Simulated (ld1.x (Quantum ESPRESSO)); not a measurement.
## Logarithmic derivatives: S, RRKJ

| Item | Value |
| --- | --- |
| Element | sulfur (S) |
| Generator | ld1.x (Quantum ESPRESSO) 7.5 |
| Type | norm-conserving RRKJ (Kleinman–Bylander form) |
| Functional | PBEsol |
| Relativity | scalar-relativistic |
| Frozen core | [Ne] |
| Valence charge | 6 |
| Reference configuration | 3s2 3p4 |
| Partial waves | 3p (bound): rc 1.70 bohr; 3d channel at 0.45 Ry: rc 1.90 bohr; 3s (bound): rc 1.10 bohr |
| Local potential | the s channel |
| Core correction | a·sin(br)/r model core inside 1.00 bohr |
| rho0 | 0.001 |

The phase is arctan(r·u′/u) with u = r·R(r), unwrapped; energies in Ry, scanned from -3 to 5 Ry. A pole is an energy at which the radial function vanishes at the test radius. The pseudo phase is shifted by a multiple of π to meet the all-electron one at the reference energy, and phase errors are pseudo minus all-electron; the curves can meet again beyond the range given. Levels narrower than the energy grid can be missing from the lists of poles.

**Question.** For each channel, where are the poles, and over which energies does the pseudopotential scatter like the atom?

**Answer.**

```csv
channel,radius (bohr),reference energy (Ry),"poles, all-electron","poles, pseudo",unbroken range about the reference energy with phases within 0.05 rad,phase error 1 Ry above the reference energy (rad)
s,2.06,-1.26,0.26,0.24,below 2.8,-0.002
p,2.06,-0.51,1.41,1.39,below 4.3,-0.002
d,2.06,0.45,2.75,2.83,below 4.6,+0.005
```

Phases in the p channel:

```
E (Ry)  all-electron  pseudo
 -3.00         1.213   1.212
 -2.52         1.155   1.154
 -2.04         1.061   1.060
 -1.56         0.884   0.882
 -1.08         0.468   0.466
 -0.60        -0.426  -0.426
 -0.12        -1.082  -1.082
  0.36        -1.347  -1.349
  0.84        -1.478  -1.480
  1.32        -1.558  -1.562
  1.80        -1.617  -1.622
  2.28        -1.665  -1.673
  2.76        -1.711  -1.722
  3.24        -1.759  -1.775
  3.72        -1.814  -1.840
  4.20        -1.886  -1.931
  4.68        -1.992  -2.078
```
